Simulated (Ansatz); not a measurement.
One change: `B[SiH](B)F` becomes `B[SiH](F)F`.

Ansatz, PBE0-D4/def2-TZVP geometries, multiplicity 1. 

```
                                      property  `B[SiH](B)F`
            LUMO energy (PBE0/def2-TZVPP) / eV         -3.04
           HOMO–LUMO gap (PBE/def2-TZVPP) / eV          2.83
zero-point energy (PBE0-D4/def2-TZVP) / kJ/mol         134.5
       HOMO–LUMO gap (ωB97M-V/def2-TZVPP) / eV          9.05
           HOMO energy (B3LYP/def2-TZVPP) / eV         -7.83
          HOMO–LUMO gap (PBE0/def2-TZVPP) / eV          4.98
```

**Question.** What does the change do to each property? (Best estimate.)

**Answer.** Ansatz gave: 
| property | `B[SiH](F)F` | shift |
| --- | --- | --- |
| LUMO energy (PBE0/def2-TZVPP) / eV | -3.07 | -0.03 |
| HOMO–LUMO gap (PBE/def2-TZVPP) / eV | 3.28 | 0.45 |
| zero-point energy (PBE0-D4/def2-TZVP) / kJ/mol | 90.3 | -44.2 |
| HOMO–LUMO gap (ωB97M-V/def2-TZVPP) / eV | 9.84 | 0.79 |
| HOMO energy (B3LYP/def2-TZVPP) / eV | -8.54 | -0.71 |
| HOMO–LUMO gap (PBE0/def2-TZVPP) / eV | 5.65 | 0.67 |

The zero-point energy changes by -44.2 kJ/mol with -6 modes.

B3LYP here is the variant with VWN-RPA as its local correlation; programs differ in this.
